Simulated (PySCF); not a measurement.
**Electron correlation in Ar³⁺ (argon, charge +3)**

[Ne] 3s2 3p3, high-spin 4S determinant. All numbers are calculated (PySCF 2.14, the non-relativistic Hamiltonian (point nucleus), in def2-SVP (4s3p1d, 18 functions)). Frozen: [Ne]; 5 electrons correlated.

MP2 pair energies summed by pair of shells (mhartree):

```json
{"pair": "3s-3p", "energy": "-47.48", "share (%)": "66.1"}
{"pair": "3p-3p", "energy": "-17.44", "share (%)": "24.3"}
{"pair": "3s-3s", "energy": "-6.93", "share (%)": "9.6"}
```

Total MP2 correlation energy: -71.85 mhartree.

Same-spin part -18.74 and opposite-spin part -53.11 mhartree; SCS-MP2 scales them by 1/3 and 6/5 to -69.98 mhartree.

| level | correlation energy (mhartree) |
| --- | --- |
| CCSD | -90.62 |
| (T) | -0.69 |
| CCSD(T) | -91.31 |

Diagnostics: T1 = 0.0011, D1 = 0.0032, largest double amplitude 0.058.

Cost of the coupled-cluster step: 0.07 s of wall time on 1 thread of Intel(R) Xeon(R) Platinum 8375C CPU @ 2.90GHz (shared host), for 5 correlated electrons.
